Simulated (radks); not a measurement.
Task: Radial electron density D(r) = 4 pi r^2 rho(r) of an atom or ion with 25 electrons. Calculated with a radial shooting solver on a logarithmic mesh with Libxc functionals: non-relativistic Kohn-Sham, PBE, spin-polarised, spherical densities, point nucleus.

```
   r/bohr * D(r) (the largest magnitude, 41.9, reaches the edge; | marks zero)
 0.006127 |       *
 0.006963 |         *
 0.007914 |           *
 0.009067 |              *
  0.01031 |                *
  0.01171 |                    *
  0.01331 |                       *
  0.01525 |                           *
  0.01733 |                               *
   0.0197 |                                   *
  0.02239 |                                       *
  0.02545 |                                          *
  0.02916 |                                             *
  0.03314 |                                              *
  0.03766 |                                               *
   0.0428 |                                              *
  0.04865 |                                            *
  0.05574 |                                         *
  0.06335 |                                       *
    0.072 |                                      *
  0.08183 |                                      *
    0.093 |                                        *
   0.1066 |                                            *
   0.1211 |                                                *
   0.1376 |                                                    *
   0.1564 |                                                      *
   0.1778 |                                                     *
   0.2037 |                                                *
   0.2315 |                                         *
   0.2631 |                                 *
   0.2991 |                           *
   0.3399 |                        *
   0.3894 |                        *
   0.4426 |                          *
    0.503 |                             *
   0.5717 |                             *
   0.6498 |                           *
   0.7444 |                       *
   0.8461 |                 *
   0.9616 |           *
    1.093 |       *
    1.252 |   *
    1.423 |  *
    1.617 | *
    1.838 |*
    2.089 |*
    2.394 |*
    2.721 *
    3.092 *
    3.514 *
    3.994 *
    4.576 *
    5.201 *
```

What is the nuclear charge?

Result: Z = 30. The innermost maximum, from 1s, lies near 1/Z = 0.0333 bohr (found: 0.0362), and its height grows with Z. The density is that of the zinc ion Zn5+ in [Ar] 3d6 4p1; the configuration itself is not fixed sharply by these data, and Z only to about a unit. D(r) has 3 maxima, at r = 0.0362, 0.160, 0.558 bohr, and minima at 0.0761, 0.362 bohr, inside which lie 2.10, 10.86 electrons.
